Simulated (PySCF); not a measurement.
Numbering as in the mapped SMILES `[CH3:1][GeH2:2][O:3][GeH2:4][NH2:5]` (H(Xn): hydrogen on atom n).

Geometry: PBE0-D3(BJ)/def2-SVP; GIAO absolute shieldings from PySCF 2.14, gas phase, non-relativistic, averaged over equivalent atoms.

At B97-2/pcSseg-1 (178 basis functions, 28 s wall time on 1 thread of an Arm Neoverse V1, shared host):
```
 atoms  σ (ppm)
    C1    181.8
   Ge2   1332.2
   Ge4   1341.8
    O3    297.4
    N5    237.1
H(Ge4)    26.08
H(Ge2)    26.22
 H(C1)    30.60
 H(N5)    30.79
```

Question: What do these become at BHandHLYP/pcSseg-1?

Answer: 
```
 atoms  σ at BHandHLYP/pcSseg-1  change
    C1                    183.6    +1.8
   Ge2                   1389.6   +57.4
   Ge4                   1397.8   +56.0
    O3                    315.5   +18.1
    N5                    242.9    +5.8
H(Ge4)                    26.40   +0.32
H(Ge2)                    26.49   +0.27
 H(C1)                    30.73   +0.13
 H(N5)                    30.91   +0.12
```

The largest change is at Ge2 (germanium bonded to C, O, 2 H). Cost: 178 basis functions, 30 s wall time on 1 thread of an Arm Neoverse V1, shared host.

Relativistic effects, spin–orbit coupling among them, are left out; they matter for Ge and for the light atoms bonded to it.
